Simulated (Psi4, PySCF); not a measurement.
Interaction energy of C3H6 ··· H3O+ (SMILES C1CC1 and [OH3+]) (charge +1). Monomers: optimised at B3LYP-D3(BJ) (def2-TZVP), held rigid. Orientation: a random orientation, not optimised. The monomers approach along the line of their centres of mass (distance R); nothing else relaxes.

Geometry at R = 4.25 Å (first 9 atoms: monomer A):
```
13

C     -0.4453    -0.7343     0.1261
C      0.8670    -0.0190    -0.0360
C     -0.4217     0.7533    -0.0900
H     -0.7867    -1.3610    -0.6867
H     -0.7064    -1.1014     1.1094
H      1.4938     0.0980     0.8377
H      1.4135    -0.1616    -0.9584
H     -0.6670     1.3928     0.7471
H     -0.7472     1.1331    -1.0490
O      3.5751    -2.2971    -0.2976
H      3.7744    -1.6348     0.3983
H      4.3226    -2.4518    -0.9139
H      2.7207    -2.1386    -0.7532
```

- RHF/6-31G* = restricted Hartree-Fock/6-31G*, spherical d, no counterpoise correction (PySCF)
- RKS-B3LYP/LANL2DZ = restricted B3LYP/LANL2DZ, no counterpoise correction in PySCF
- RKS-B3LYP/6-31G* = PySCF with restricted B3LYP/6-31G*, spherical d, no counterpoise correction
- SAPT0/jun-cc-pVDZ, frozen core (Psi4)

Interaction energies in kcal/mol; the last columns give the difference from SAPT0:

```json
[
 {"R / Å": "3.68", "RHF/6-31G*": "-5.66", "RKS-B3LYP/LANL2DZ": "-8.55", "RKS-B3LYP/6-31G*": "-8.54", "SAPT0/jun-cc-pVDZ": "-7.05", "RHF/6-31G* − SAPT0/jun-cc-pVDZ": "1.39", "RKS-B3LYP/LANL2DZ − SAPT0/jun-cc-pVDZ": "-1.50", "RKS-B3LYP/6-31G* − SAPT0/jun-cc-pVDZ": "-1.49"},
 {"R / Å": "3.83", "RHF/6-31G*": "-5.90", "RKS-B3LYP/LANL2DZ": "-8.21", "RKS-B3LYP/6-31G*": "-8.19", "SAPT0/jun-cc-pVDZ": "-6.82", "RHF/6-31G* − SAPT0/jun-cc-pVDZ": "0.91", "RKS-B3LYP/LANL2DZ − SAPT0/jun-cc-pVDZ": "-1.39", "RKS-B3LYP/6-31G* − SAPT0/jun-cc-pVDZ": "-1.37"},
 {"R / Å": "4.09", "RHF/6-31G*": "-5.38", "RKS-B3LYP/LANL2DZ": "-6.92", "RKS-B3LYP/6-31G*": "-6.88", "SAPT0/jun-cc-pVDZ": "-5.87", "RHF/6-31G* − SAPT0/jun-cc-pVDZ": "0.49", "RKS-B3LYP/LANL2DZ − SAPT0/jun-cc-pVDZ": "-1.05", "RKS-B3LYP/6-31G* − SAPT0/jun-cc-pVDZ": "-1.01"},
 {"R / Å": "4.25", "RHF/6-31G*": "-4.82", "RKS-B3LYP/LANL2DZ": "-6.02", "RKS-B3LYP/6-31G*": "-5.96", "SAPT0/jun-cc-pVDZ": "-5.20", "RHF/6-31G* − SAPT0/jun-cc-pVDZ": "0.38", "RKS-B3LYP/LANL2DZ − SAPT0/jun-cc-pVDZ": "-0.82", "RKS-B3LYP/6-31G* − SAPT0/jun-cc-pVDZ": "-0.76"},
 {"R / Å": "4.49", "RHF/6-31G*": "-3.95", "RKS-B3LYP/LANL2DZ": "-4.76", "RKS-B3LYP/6-31G*": "-4.67", "SAPT0/jun-cc-pVDZ": "-4.25", "RHF/6-31G* − SAPT0/jun-cc-pVDZ": "0.31", "RKS-B3LYP/LANL2DZ − SAPT0/jun-cc-pVDZ": "-0.50", "RKS-B3LYP/6-31G* − SAPT0/jun-cc-pVDZ": "-0.41"},
 {"R / Å": "4.67", "RHF/6-31G*": "-3.35", "RKS-B3LYP/LANL2DZ": "-3.96", "RKS-B3LYP/6-31G*": "-3.84", "SAPT0/jun-cc-pVDZ": "-3.64", "RHF/6-31G* − SAPT0/jun-cc-pVDZ": "0.29", "RKS-B3LYP/LANL2DZ − SAPT0/jun-cc-pVDZ": "-0.32", "RKS-B3LYP/6-31G* − SAPT0/jun-cc-pVDZ": "-0.20"},
 {"R / Å": "4.96", "RHF/6-31G*": "-2.55", "RKS-B3LYP/LANL2DZ": "-2.94", "RKS-B3LYP/6-31G*": "-2.80", "SAPT0/jun-cc-pVDZ": "-2.83", "RHF/6-31G* − SAPT0/jun-cc-pVDZ": "0.28", "RKS-B3LYP/LANL2DZ − SAPT0/jun-cc-pVDZ": "-0.11", "RKS-B3LYP/6-31G* − SAPT0/jun-cc-pVDZ": "0.03"},
 {"R / Å": "5.28", "RHF/6-31G*": "-1.91", "RKS-B3LYP/LANL2DZ": "-2.17", "RKS-B3LYP/6-31G*": "-2.02", "SAPT0/jun-cc-pVDZ": "-2.17", "RHF/6-31G* − SAPT0/jun-cc-pVDZ": "0.26", "RKS-B3LYP/LANL2DZ − SAPT0/jun-cc-pVDZ": "0.01", "RKS-B3LYP/6-31G* − SAPT0/jun-cc-pVDZ": "0.16"},
 {"R / Å": "5.74", "RHF/6-31G*": "-1.31", "RKS-B3LYP/LANL2DZ": "-1.47", "RKS-B3LYP/6-31G*": "-1.34", "SAPT0/jun-cc-pVDZ": "-1.53", "RHF/6-31G* − SAPT0/jun-cc-pVDZ": "0.21", "RKS-B3LYP/LANL2DZ − SAPT0/jun-cc-pVDZ": "0.06", "RKS-B3LYP/6-31G* − SAPT0/jun-cc-pVDZ": "0.19"},
 {"R / Å": "6.43", "RHF/6-31G*": "-0.82", "RKS-B3LYP/LANL2DZ": "-0.91", "RKS-B3LYP/6-31G*": "-0.82", "SAPT0/jun-cc-pVDZ": "-0.96", "RHF/6-31G* − SAPT0/jun-cc-pVDZ": "0.14", "RKS-B3LYP/LANL2DZ − SAPT0/jun-cc-pVDZ": "0.05", "RKS-B3LYP/6-31G* − SAPT0/jun-cc-pVDZ": "0.14"},
 {"R / Å": "7.47", "RHF/6-31G*": "-0.46", "RKS-B3LYP/LANL2DZ": "-0.51", "RKS-B3LYP/6-31G*": "-0.46", "SAPT0/jun-cc-pVDZ": "-0.53", "RHF/6-31G* − SAPT0/jun-cc-pVDZ": "0.07", "RKS-B3LYP/LANL2DZ − SAPT0/jun-cc-pVDZ": "0.02", "RKS-B3LYP/6-31G* − SAPT0/jun-cc-pVDZ": "0.07"},
 {"R / Å": "8.75", "RHF/6-31G*": "-0.25", "RKS-B3LYP/LANL2DZ": "-0.28", "RKS-B3LYP/6-31G*": "-0.25", "SAPT0/jun-cc-pVDZ": "-0.29", "RHF/6-31G* − SAPT0/jun-cc-pVDZ": "0.04", "RKS-B3LYP/LANL2DZ − SAPT0/jun-cc-pVDZ": "0.01", "RKS-B3LYP/6-31G* − SAPT0/jun-cc-pVDZ": "0.04"}
]
```

RHF/6-31G* is furthest from SAPT0/jun-cc-pVDZ at 3.68 (1.39 kcal/mol, above); its mean absolute difference over the points is 0.40 kcal/mol.

RKS-B3LYP/LANL2DZ is furthest from SAPT0/jun-cc-pVDZ at 3.68 (-1.50 kcal/mol, below); its mean absolute difference over the points is 0.49 kcal/mol.

RKS-B3LYP/6-31G* is furthest from SAPT0/jun-cc-pVDZ at 3.68 (-1.49 kcal/mol, below); its mean absolute difference over the points is 0.49 kcal/mol.
